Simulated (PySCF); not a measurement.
Compound: C8H11F.
Structure used (GFN2-xTB), in Å, numbered top down from 1:
```xyz
20
C8H11F angstrom
F      3.200   -1.344    0.142
C      1.885   -0.942    0.111
C      1.798    0.553   -0.157
C      0.333    1.027   -0.197
C     -0.334    0.805    1.128
C     -1.441    0.102    1.291
C     -2.176   -0.561    0.171
C     -1.518   -0.343   -1.154
C     -0.410    0.359   -1.316
H      1.451   -1.202    1.081
H      1.396   -1.520   -0.680
H      2.337    1.086    0.630
H      2.283    0.771   -1.110
H      0.360    2.109   -0.395
H      0.153    1.266    1.977
H     -1.875   -0.019    2.275
H     -3.206   -0.185    0.135
H     -2.252   -1.637    0.369
H     -2.009   -0.798   -2.003
H      0.021    0.484   -2.300
```

Method used: PBE0/pcSseg-1 in PySCF (dipole) on a GFN2-xTB geometry, gas phase.

Masses are those of the commonest isotopes; rigid-rotor values at the optimised geometry. The values belong to one conformer with, in the numbering `[F:1][CH2:2][CH2:3][CH:4]1[CH:5]=[CH:6][CH2:7][CH:8]=[CH:9]1`, F1–C2–C3–C4 180°, C2–C3–C4–C5 62°.

Problem. Give the principal moments of inertia and the rotational constants in cm⁻¹.

Solution. Ia = 174.40, Ib = 506.48, Ic = 524.91 u·Å²; 505379 MHz·u·Å²/I gives 2898, 997.8 and 962.8 MHz, that is A = 0.09666, B = 0.03328, C = 0.03212 cm⁻¹.

Problem. What kind of rotor is it?

Solution. A near-prolate asymmetric top; Ray's κ = -0.964.

Problem. Is it planar, by Δ = Ic − Ia − Ib?

Solution. Not planar: Δ = Ic − Ia − Ib = -155.97 u·Å². For a rigid frame Δ = −2 Σ m c², so Σ m c² = 77.99 u·Å² lies off the ab plane: 18.52 from hydrogen and 59.46 from heavier atoms. The atom farthest from that plane is 2.23 Å away.

Problem. Give the other two planar moments, Paa and Pbb, and the rms extents of the mass along the axes.

Solution. Paa = Σ m a² = (Ib + Ic − Ia)/2 = 428.50 and Pbb = Σ m b² = (Ia + Ic − Ib)/2 = 96.42 u·Å². With the mass M = 126.08 u, the rms extents √(P/M) along a, b and c are 1.84, 0.87, 0.79 Å.

Problem. List the rotational levels J(Ka,Kc) to J = 5 (MHz).

Solution. Above 0(0,0):
J = 1: 1(0,1) 1961, 1(1,1) 3861, 1(1,0) 3896
J = 2: 2(0,2) 5881, 2(1,2) 7747, 2(1,1) 7852, 2(2,1) 13552, 2(2,0) 13552
J = 3: 3(0,3) 11761, 3(1,3) 13576, 3(1,2) 13786, 3(2,2) 19434, 3(2,1) 19436, 3(3,1) 29021, 3(3,0) 29021
J = 4: 4(0,4) 19599, 4(1,4) 21347, 4(1,3) 21697, 4(2,3) 27276, 4(2,2) 27283, 4(3,2) 36865, 4(3,1) 36865, 4(4,1) 50286, 4(4,0) 50286
J = 5: 5(0,5) 29392, 5(1,5) 31061, 5(1,4) 31586, 5(2,4) 37078, 5(2,3) 37094, 5(3,3) 46669, 5(3,2) 46670, 5(4,2) 60091, 5(4,1) 60091, 5(5,1) 77347, 5(5,0) 77347
The levels of one J sum to (2J + 1)J(J + 1)(A + B + C)/3.

Problem. Predict some low-J microwave lines.

Solution. The dipole components are |μa| = 2.13 D, |μb| = 0.00 D, |μc| = 0.25 D; the mirror of this Cs structure is the ac plane, so μb vanishes by symmetry and there are no b-type lines. The squared components, which scale the intensities, stand as 1.00 : 0.01 (a : c). Some lines, for components of 0.1 D or more:

| type | branch | J(Ka,Kc) | MHz | lower level (cm⁻¹) |
| --- | --- | --- | --- | --- |
| c | Q | 2(1,2) ← 2(0,2) | 1865 | 0.196 |
| a | R | 1(0,1) ← 0(0,0) | 1961 | 0.000 |
| a | R | 2(1,2) ← 1(1,1) | 3886 | 0.129 |
| c | Q | 3(2,2) ← 3(1,2) | 5648 | 0.460 |
| a | R | 3(1,3) ← 2(1,2) | 5829 | 0.258 |
| a | R | 4(3,1) ← 3(3,0) | 7843 | 0.968 |
| a | R | 4(1,3) ← 3(1,2) | 7912 | 0.460 |
| c | Q | 5(3,3) ← 5(2,3) | 9575 | 1.237 |
| c | Q | 3(3,1) ← 3(2,1) | 9585 | 0.648 |
| a | R | 5(0,5) ← 4(0,4) | 9793 | 0.654 |
| a | R | 5(4,2) ← 4(4,1) | 9804 | 1.677 |
| a | R | 5(4,1) ← 4(4,0) | 9804 | 1.677 |
| a | R | 5(3,3) ← 4(3,2) | 9805 | 1.230 |
| c | Q | 4(4,1) ← 4(3,1) | 13422 | 1.230 |
| c | R | 5(5,0) ← 4(4,0) | 27061 | 1.677 |

Problem. Estimate the classical rotational partition function at 10 K, 50 K and 100 K.

Solution. Point group Cs, symmetry number σ = 1; q = (√π/σ)·√((kT/h)³/(ABC)), k/h = 20836.6 MHz/K: 3200 at 10 K, 35700 at 50 K, 101000 at 100 K.

GFN2-xTB frequencies: not computed here. Constants of a rigid frame at the computed geometry: no zero-point averaging, no centrifugal distortion.
